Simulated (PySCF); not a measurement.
Partial charges of `C[Si](C)(C)/C=P\C(F)(F)F`

C₅H₁₀F₃PSi.
Structure used (GFN2-xTB), in Å, numbered top down from 1:
```
atom  x, y, z in Å
C1    -1.0330   -1.4658   -0.1061
Si2   -0.5545    0.3744   -0.0752
C3    -0.3994    1.0548    1.6980
C4    -1.8499    1.3837   -1.0444
C5     1.0745    0.7617   -1.0049
P6     2.6195    0.1491   -1.1014
C7     2.5177   -1.3680    0.0578
F8     1.9207   -1.1419    1.2389
F9     1.8746   -2.4003   -0.5131
F10    3.7563   -1.8037    0.3431
H11   -0.4902   -2.0365    0.6392
H12   -0.8383   -1.9200   -1.0731
H13   -2.0922   -1.5818    0.1046
H14    0.3557    0.5232    2.2666
H15   -1.3427    0.9519    2.2256
H16   -0.1358    2.1084    1.6995
H17   -2.8324    1.2794   -0.5957
H18   -1.6084    2.4423   -1.0520
H19   -1.9275    1.0571   -2.0770
H20    0.9801    1.6428   -1.6335
```

Density: PBE0/pcSseg-1 (PySCF); schemes: Mulliken, IAO, Hirshfeld and ESP-fitted. Isolated species at its GFN2-xTB geometry, gas phase.

Problem. Which atoms carry the highest charge in the Mulliken, IAO, Hirshfeld and ESP-fitted schemes?

Solution. All schemes agree: Mulliken Si2 (+1.023); IAO Si2 (+1.061); Hirshfeld Si2 (+0.403); ESP-fitted Si2 (+0.909).

Problem. Do the Mulliken, IAO, Hirshfeld and ESP-fitted schemes agree on where the charge is lowest?

Solution. The schemes don't all agree: Mulliken C5 (-0.752); IAO C4 (-0.721); Hirshfeld C1 (-0.222); ESP-fitted C4 (-0.769).

Problem. For which atoms does the sign change between the 4 schemes (beyond +0.03 e in one, beyond −0.03 e in another)?

Solution. P6. Atomic charges aren't observables, and each scheme defines them in its own way.

Problem. Tabulate the Mulliken, IAO, Hirshfeld and ESP-fitted charges.

Solution. In e:

```tsv
atom	environment	Mulliken	IAO	Hirshfeld	ESP-fitted
C1	Si-methyl carbon	-0.621	-0.719	-0.222	-0.653
Si2	four-coordinate silicon	+1.023	+1.061	+0.403	+0.909
C3	Si-methyl carbon	-0.605	-0.716	-0.217	-0.690
C4	Si-methyl carbon	-0.626	-0.721	-0.218	-0.769
C5	carbon bonded to P, Si and H	-0.752	-0.654	-0.182	-0.398
P6	phosphorus bonded to 2 C	+0.389	+0.377	+0.099	-0.121
C7	CF3 carbon	+0.554	+0.617	+0.205	+0.741
F8	fluorine of a CF3 group	-0.265	-0.278	-0.069	-0.229
F9	fluorine of a CF3 group	-0.265	-0.280	-0.086	-0.230
F10	fluorine of a CF3 group	-0.267	-0.281	-0.107	-0.240
H11	methyl hydrogen	+0.146	+0.163	+0.030	+0.149
H12	methyl hydrogen	+0.144	+0.162	+0.038	+0.154
H13	methyl hydrogen	+0.137	+0.155	+0.043	+0.154
H14	methyl hydrogen	+0.148	+0.163	+0.033	+0.167
H15	methyl hydrogen	+0.135	+0.154	+0.042	+0.164
H16	methyl hydrogen	+0.137	+0.156	+0.041	+0.154
H17	methyl hydrogen	+0.137	+0.153	+0.040	+0.187
H18	methyl hydrogen	+0.133	+0.151	+0.040	+0.164
H19	methyl hydrogen	+0.137	+0.154	+0.040	+0.167
H20	hydrogen on C5	+0.181	+0.181	+0.047	+0.220
```

Mean size of the charges over all atoms: IAO 0.365 e, Mulliken 0.340 e, ESP-fitted 0.333 e, Hirshfeld 0.110 e. Each set sums to the total charge, 0, to within 0.001 e. The Hirshfeld scheme divides the density at each point in proportion to the densities of the neutral, spherically averaged free atoms.

Problem. How closely do the schemes follow one another over all atoms?

Solution. Correlation coefficient and root-mean-square difference: Mulliken with IAO 1.00, 0.050 e; IAO with Hirshfeld 0.99, 0.309 e; Mulliken with Hirshfeld 0.99, 0.283 e; IAO with ESP-fitted 0.95, 0.136 e; Hirshfeld with ESP-fitted 0.95, 0.282 e; Mulliken with ESP-fitted 0.93, 0.154 e.

Problem. How many electrons does the Hirshfeld scheme count on C4?

Solution. Z − q = 6 − (-0.218) = 6.218.

Problem. Sum the charges by element, for elements with more than one atom.

Solution. 
| element | atoms | Mulliken | IAO | Hirshfeld | ESP-fitted |
| --- | --- | --- | --- | --- | --- |
| C | 5 | -2.050 | -2.193 | -0.634 | -1.768 |
| F | 3 | -0.797 | -0.839 | -0.261 | -0.699 |
| H | 10 | +1.434 | +1.594 | +0.393 | +1.680 |

These values come from a run that also computed NMR shieldings. Hardware: Arm Neoverse V1, one thread, shared host. Cost: 51 s, 1.1 GiB resident at most.
